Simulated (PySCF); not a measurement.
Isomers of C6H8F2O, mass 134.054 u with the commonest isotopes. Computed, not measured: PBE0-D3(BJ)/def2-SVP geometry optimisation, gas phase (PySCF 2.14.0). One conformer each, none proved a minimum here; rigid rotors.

**Question.** Order these by radius of gyration √(Σ m r²/M), smallest first.
A. `[O:1]=[C:2]1[CH2:3][CH2:4][CH2:5][CH2:6][C:7]1([F:8])[F:9]` with O1–C2–C3–C4 125°, C2–C3–C4–C5 54°, C3–C4–C5–C6 -56°, C4–C5–C6–C7 56° (2,2-difluorocyclohexanone)
B. `[F:1][CH:2]([F:3])[O:4][C@@:5]12[CH2:6][C@@H:7]([CH2:8]1)[CH2:9]2` with F1–C2–O4–C5 169°, C2–O4–C5–C6 -175°
C. `[CH2:1]=[C:2](/[CH:3]=[CH:4]/[CH3:5])[O:6][CH:7]([F:8])[F:9]` with C1–C2–C3–C4 179°, C1–C2–O6–C7 -22°, C2–O6–C7–F8 -162°

**Answer.** A (1.860 Å), B (2.047 Å), C (2.362 Å).

**Question.** Order these by rotational constant A, largest first.
A. `[CH2:1]=[C:2](/[CH:3]=[CH:4]/[CH3:5])[O:6][CH:7]([F:8])[F:9]` with C1–C2–C3–C4 179°, C1–C2–O6–C7 -22°, C2–O6–C7–F8 -162°
B. `[O:1]=[C:2]1[CH2:3][CH2:4][CH2:5][CH2:6][C:7]1([F:8])[F:9]` with O1–C2–C3–C4 125°, C2–C3–C4–C5 54°, C3–C4–C5–C6 -56°, C4–C5–C6–C7 56°
C. `[F:1][CH:2]([F:3])[O:4][C@@:5]12[CH2:6][C@@H:7]([CH2:8]1)[CH2:9]2` with F1–C2–O4–C5 169°, C2–O4–C5–C6 -175°

**Answer.** C (3859 MHz), A (3004 MHz), B (2219 MHz).

**Question.** Order these by rotational constant C, smallest first.
A. `[CH2:1]=[C:2](/[CH:3]=[CH:4]/[CH3:5])[O:6][CH:7]([F:8])[F:9]` with C1–C2–C3–C4 179°, C1–C2–O6–C7 -22°, C2–O6–C7–F8 -162°
B. `[O:1]=[C:2]1[CH2:3][CH2:4][CH2:5][CH2:6][C:7]1([F:8])[F:9]` with O1–C2–C3–C4 125°, C2–C3–C4–C5 54°, C3–C4–C5–C6 -56°, C4–C5–C6–C7 56° (2,2-difluorocyclohexanone)
C. `[F:1][CH:2]([F:3])[O:4][C@@:5]12[CH2:6][C@@H:7]([CH2:8]1)[CH2:9]2` with F1–C2–O4–C5 169°, C2–O4–C5–C6 -175°

**Answer.** A (689.9 MHz), C (980.7 MHz), B (1254 MHz).

```
           SMILES  point group  Ia (u·Å²)  Ib (u·Å²)  Ic (u·Å²)      κ  μa (D)  μb (D)  μc (D)
C=C(/C=C/C)OC(F)F           C1     168.26     594.85     732.58  -0.86    1.75    0.83    1.20
FC(F)OC12CC(C1)C2           C1     130.96     477.12     515.33  -0.95    2.41    0.18    1.41
   O=C1CCCCC1(F)F           C1     227.77     296.62     403.06  -0.07    3.66    1.48    0.20
```
